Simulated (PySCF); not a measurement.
Gas-phase reaction: 2 SnCl3 → 2 SnCl2 + Cl2

Method: PySCF energies plus ideal-gas RRHO corrections (1 bar). † marks an energy on the PBE0/def2-TZVP geometry and frequencies. MP2 freezes the core. Open shells (unrestricted): SnCl3 (multiplicity 2); the rest are closed-shell singlets. Sn: scalar-relativistic def2 core potential, no spin-orbit coupling. SnCl3: computed as isolated molecules; such fragments, hydroxides, amides, oligomers or adducts are transient or little studied in the gas. MP2 isn't extrapolated to the basis-set limit.

PBE0/def2-QZVP† gives ΔH°(298 K) = 121 kJ.

Problem. What do ωB97M-V/def2-TZVP†, MP2/def2-TZVPP†, MP2/def2-SVP† give?

Solution. ωB97M-V/def2-TZVP†: 118 kJ; MP2/def2-TZVPP†: 113 kJ; MP2/def2-SVP†: 176 kJ. For scale, ΔH°(298 K) is 121 kJ at this level, 118 kJ at ωB97M-V/def2-TZVP†, and runs from -14 to 179 kJ over the 17 levels computed.
